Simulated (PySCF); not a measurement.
Coordinates in bohr (charge 0 multiplicity 1):
```
Zr   -0.9940    0.0000    0.0000
S     1.3976    3.4163    0.0000
S     1.3976   -3.4163    0.0000
```

Method: PySCF, PBE0, basis Zr def2-TZVP with ECP28, S def2-TZVP (scalar-relativistic core potentials, no spin–orbit coupling, density fitting).

This geometry of ZrS2 is a stationary point at this level.

(1) What is the point group?

(2) Is it a minimum?

(3) List the harmonic modes with their infrared intensities.

(4) Give the atomic charges and bond orders.

Results:

(1) C2v.

(2) Yes: all harmonic wavenumbers are real.

(3) 
| symmetry | ω (cm⁻¹) | IR (km/mol) | type |
| --- | --- | --- | --- |
| a1 | 158 | 1.4 | bend |
| b2 | 531 | 160 | stretch |
| a1 | 537 | 11.3 | stretch |

(4) 
```csv
atom,Mulliken,Löwdin,polar tensor,Mayer order to Zr1
Zr1,0.96,-0.07,1.42,–
"S2,3",-0.48,0.03,-0.71,2.20
```

Only a few start shapes were tried, so a lower isomer may exist.
